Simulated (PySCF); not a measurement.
C2H6FNOSi, SMILES N[Si]1(F)COC1.

Coordinates come from a ωB97X-D3(BJ)/def2-SVP optimisation. The structure was generated by enumeration, and PubChem lists no compound with its InChIKey, so it may never have been made. The values are those of a single conformer.

Two levels are set side by side: PBE/def2-TZVP (PySCF) and CAM-B3LYP/def2-TZVP (PySCF). Same geometry, gas phase. Differences are taken from unrounded values.

| quantity | PBE |
|---|---|
| orbital gap (eV) | 5.38 |
| highest occupied level (eV) | -5.78 |
| lowest empty level (eV) | -0.40 |
| dipole moment (D) | 2.21 |
| mean polarisability (bohr³) | 58.8 |

Problem. These are the PBE values. What does CAM-B3LYP give? (An estimate is asked for; the answer gives what the named calculation found.)

Solution. 
| quantity | CAM-B3LYP | PBE minus CAM-B3LYP |
|---|---|---|
| orbital gap (eV) | 9.98 | -4.60 |
| highest occupied level (eV) | -8.77 | 2.99 |
| lowest empty level (eV) | 1.21 | -1.61 |
| dipole moment (D) | 2.40 | -0.19 |
| mean polarisability (bohr³) | 55.3 | 3.5 |

Without exact exchange PBE keeps part of each electron's self-repulsion, which lifts occupied levels and narrows the gap. Loosely held outer electrons make PBE densities more polarisable. Differences between two approximate levels are no errors against the true value.

Rough cost on one machine, each run with all the roots and properties that it gave: CAM-B3LYP against PBE within a factor of 2.
